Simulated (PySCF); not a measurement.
# From computed data to an observable: entropy of an ideal gas

CaCl, SMILES [Ca+][Cl], charge +1.

The structure is a stationary point at PBE0-D3(BJ)/def2-TZVPD. The multiplicity is an assumed one; other spin states were not compared.

PBE0-D3(BJ)/def2-TZVPD run with PySCF gives the harmonic wavenumbers 454 cm⁻¹ and the rotational temperature 0.2400 K. The molar mass is 75.53 g/mol, the symmetry number 1, the spin multiplicity 1.

### Question
Work out the entropy at 298.15 K and 1 atm in the rigid-rotor, harmonic-oscillator model.

### Answer

Translation (Sackur–Tetrode at 1 atm): S = R[1.5 ln M + 2.5 ln T − 1.16487] = 162.7 J/(mol K).
Rotation: q = T/(σ θ) = 1240, S = R[ln q + 1] = 67.6 J/(mol K).
Vibration: with u = 1.4388 ν/T, each mode gives R[u/(e^u − 1) − ln(1 − e^−u)]:
| ν (cm⁻¹) | modes | u | S (J/(mol K)) |
|---|---|---|---|
| 454 | 1 | 2.19 | 3.28 |
These are all the modes. Sum 3.3 J/(mol K).
Spin: R ln 1 = 0.0 J/(mol K).
Total 233.5 J/(mol K); the program's own thermochemistry gives 233.5. Translation makes up 70 % and vibration 1 %. Anharmonicity, hindered rotation and orbital degeneracy are left out.
